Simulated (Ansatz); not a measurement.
Cost and result for the atomization energy of CH$_{5}$Cl$_{2}$NSi (`N[SiH](Cl)CCl`) (10 atoms, 9 bonds).

Cartesian coordinates in Å:
```
N -1.1410 -1.0776 0.3702
Si 0.4541 -0.5167 0.2315
Cl 1.5665 -1.3708 -1.2870
C 0.3971 1.3266 -0.1081
Cl -0.7033 1.6594 -1.4758
H -1.8186 -0.7975 -0.3225
H -1.3306 -2.0025 0.7205
H 1.1836 -0.8140 1.4846
H 1.3772 1.7239 -0.3710
H 0.0150 1.8692 0.7576
```

The species carries charge 0 and has multiplicity 1. The geometry is a stationary point of PBE0-D4/def2-TZVP. It is one conformer, not always the lowest. Program: Ansatz. All runs use 4 threads of a server CPU on a shared host. Times are those of one run each, without the atoms' runs, and a repeat can differ threefold. Electronic energies, without spin–orbit coupling; frozen cores. CCSD(T)/CBS adds CCSD(T) − MP2 in def2-TZVPP to the MP2 limit, and its time is that of the two runs behind it. T1 = 0.009. B3LYP takes the VWN-RPA correlation (the form of Gaussian; ORCA's B3LYP/G).

CCSD(T)/CBS is a level of theory with its own doubt, some kJ/mol a heavy atom from the limit and from the frozen cores, so smaller differences don't rank the functionals.

```json
{"level": "LDA (SPW92)/def2-TZVPP", "functions": "258", "wall time": "0.85 s", "atomization (kJ/mol)": "3914.0", "difference from CCSD(T)/CBS": "478.8", "per bond": "53.2"}
{"level": "revPBE-D4/def2-TZVPP", "functions": "258", "wall time": "1.2 s", "atomization (kJ/mol)": "3403.7", "difference from CCSD(T)/CBS": "-31.5", "per bond": "-3.5"}
{"level": "PBE-D4/def2-TZVPP (with forces)", "functions": "258", "wall time": "1.4 s", "atomization (kJ/mol)": "3484.1", "difference from CCSD(T)/CBS": "48.9", "per bond": "5.4"}
{"level": "PBE0-D4/def2-TZVPP", "functions": "258", "wall time": "1.9 s", "atomization (kJ/mol)": "3433.4", "difference from CCSD(T)/CBS": "-1.8", "per bond": "-0.2"}
{"level": "CCSD(T)/def2-SVP", "functions": "107", "wall time": "2.3 s", "atomization (kJ/mol)": "3158.6", "difference from CCSD(T)/CBS": "-276.6", "per bond": "-30.7"}
{"level": "r2SCAN-D4/def2-TZVPP (with forces)", "functions": "258", "wall time": "2.5 s", "atomization (kJ/mol)": "3432.2", "difference from CCSD(T)/CBS": "-3.0", "per bond": "-0.3"}
{"level": "B2PLYP/def2-TZVPP", "functions": "258", "wall time": "3 s", "atomization (kJ/mol)": "3378.2", "difference from CCSD(T)/CBS": "-57.0", "per bond": "-6.3"}
{"level": "B3LYP-D4/def2-TZVPP (with forces)", "functions": "258", "wall time": "3 s", "atomization (kJ/mol)": "3419.5", "difference from CCSD(T)/CBS": "-15.7", "per bond": "-1.7"}
{"level": "PBE-QIDH/def2-TZVPP", "functions": "258", "wall time": "3.1 s", "atomization (kJ/mol)": "3407.3", "difference from CCSD(T)/CBS": "-27.9", "per bond": "-3.1"}
{"level": "ωB97M-V/def2-TZVPP (with forces)", "functions": "258", "wall time": "6 s", "atomization (kJ/mol)": "3453.1", "difference from CCSD(T)/CBS": "17.9", "per bond": "2.0"}
{"level": "MP2/def2-QZVPP", "functions": "474", "wall time": "11 s", "atomization (kJ/mol)": "3451.8", "difference from CCSD(T)/CBS": "16.6", "per bond": "1.8"}
{"level": "CCSD(T)/def2-TZVPP", "functions": "258", "wall time": "60 s", "atomization (kJ/mol)": "3323.7", "difference from CCSD(T)/CBS": "-111.5", "per bond": "-12.4"}
{"level": "CCSD(T)/CBS(def2)", "functions": "–", "wall time": "71 s", "atomization (kJ/mol)": "3435.2", "difference from CCSD(T)/CBS": "0.0", "per bond": "0.0"}
```

At CCSD(T), def2-SVP lies −276.6 kJ/mol from the extrapolated value and def2-TZVPP −111.5 kJ/mol: correlation converges slowly with the basis, and small sets miss more of it in the bonded molecule than in its fragments. In def2-TZVPP, CCSD(T) changes the Hartree–Fock value by +862.2 kJ/mol (the triples alone add +54.6 kJ/mol) and MP2 by +924.1 kJ/mol; breaking electron pairs costs correlation energy, which Hartree–Fock lacks. The D4 term adds +44.3 kJ/mol with B3LYP and +23.3 kJ/mol with PBE0; it sums over pairs of atoms, weighted by their polarisabilities, and B3LYP, whose exchange is more repulsive, gets the larger term.
